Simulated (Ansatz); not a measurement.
# C2H6Cd (dimethylcadmium): the electronic atomisation energy, rung by rung

The species is C2H6Cd (9 atoms), meant as a singlet with charge 0. As SMILES, `[CH3][Cd][CH3]`. The shape is that of a PBE0-D4/def2-TZVP optimisation.

Quantity: the electronic atomisation energy, in eV. The values are calculated. Electronic energies at fixed atoms, without zero-point motion or spin-orbit coupling.

```csv
level,kind,program,value (eV),less CCSD(T)/def2-SVP
HF/def2-SVP (core potential),Hartree–Fock,Ansatz,22.63,-6.04
revPBE/def2-SVP (core potential),GGA,Ansatz,29.24,+0.57
r2SCAN/def2-SVP (core potential),meta-GGA,Ansatz,30.07,+1.40
BHLYP/def2-SVP (core potential),global hybrid,Ansatz,29.17,+0.50
CAM-B3LYP/def2-SVP (core potential),range-separated hybrid,Ansatz,29.95,+1.28
wB97X/def2-SVP (core potential),range-separated hybrid,Ansatz,29.96,+1.29
B2PLYP/def2-SVP (core potential),double hybrid,Ansatz,29.35,+0.68
MP2/def2-SVP (core potential),perturbation theory,Ansatz,28.71,+0.04
CCSD(T)/def2-SVP (core potential),coupled cluster or CI,Ansatz,28.67,0.00
```

CCSD(T)/def2-SVP (core potential) is the highest level here, not the true value. Correlated wave functions underbind in double-zeta sets. The values span 22.63 to 30.07 eV.
